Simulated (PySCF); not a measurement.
Isomers of C5H5ClO2Si.

All values: PBE0/pcSseg-1 (PySCF) at GFN2-xTB geometries, gas phase, one conformer each.

Question: Rank by the highest IAO charge on any atom, highest value first.
A. `[O:1]=[C:2]([Cl:3])[c:4]1[cH:5][c:6]([SiH3:7])[cH:8][o:9]1` with O1–C2–C4–C5 0°
B. `[O:1]=[C:2]1[CH:3]=[C:4]([Cl:5])[C:6](=[O:7])[SiH2:8][CH2:9]1` with O1–C2–C3–C4 -146°, C3–C4–C6–O7 -179°, C4–C6–Si8–C9 -26°, C6–Si8–C9–C2 53°
C. `[O:1]=[C:2]1[CH:3]=[C:4]([SiH2:5][Cl:6])[C:7](=[O:8])[CH2:9]1` with C3–C4–Si5–Cl6 0°

Answer: C (+0.813 e), B (+0.729 e), A (+0.617 e).

Question: Rank by the lowest IAO charge on any atom, highest value first.
A. `[O:1]=[C:2]1[CH:3]=[C:4]([SiH2:5][Cl:6])[C:7](=[O:8])[CH2:9]1` with C3–C4–Si5–Cl6 0°
B. `[O:1]=[C:2]1[CH:3]=[C:4]([Cl:5])[C:6](=[O:7])[SiH2:8][CH2:9]1` with O1–C2–C3–C4 -146°, C3–C4–C6–O7 -179°, C4–C6–Si8–C9 -26°, C6–Si8–C9–C2 53°
C. `[O:1]=[C:2]([Cl:3])[c:4]1[cH:5][c:6]([SiH3:7])[cH:8][o:9]1` with O1–C2–C4–C5 0°

Answer: C (-0.367 e), A (-0.394 e), B (-0.597 e).

All values together:

```csv
SMILES,μ (D),HOMO (eV),LUMO (eV),lowest IAO charge (e),highest IAO charge (e),lowest Hirshfeld charge (e),highest Hirshfeld charge (e)
O=C(Cl)c1ccc([SiH3])o1,4.60,-7.59,-2.29,-0.367 (O),+0.623 (Si),-0.212 (O),+0.331 (Si)
O=C1C=C(Cl)C(=O)[SiH2]C1,2.24,-7.64,-3.08,-0.597 (C),+0.729 (Si),-0.227 (O),+0.361 (Si)
O=C1C=C([SiH2]Cl)C(=O)C1,0.80,-7.63,-3.10,-0.394 (O),+0.813 (Si),-0.223 (O),+0.351 (Si)
O=C(Cl)c1cc([SiH3])co1,4.40,-7.70,-2.22,-0.367 (O),+0.617 (Si),-0.212 (O),+0.326 (Si)
```

Conformers: `[O:1]=[C:2]([Cl:3])[c:4]1[cH:5][cH:6][c:7]([SiH3:8])[o:9]1` with O1–C2–C4–C5 0°; `[O:1]=[C:2]1[CH:3]=[C:4]([Cl:5])[C:6](=[O:7])[SiH2:8][CH2:9]1` with O1–C2–C3–C4 -146°, C3–C4–C6–O7 -179°, C4–C6–Si8–C9 -26°, C6–Si8–C9–C2 53°; `[O:1]=[C:2]1[CH:3]=[C:4]([SiH2:5][Cl:6])[C:7](=[O:8])[CH2:9]1` with C3–C4–Si5–Cl6 0°; `[O:1]=[C:2]([Cl:3])[c:4]1[cH:5][c:6]([SiH3:7])[cH:8][o:9]1` with O1–C2–C4–C5 0°.
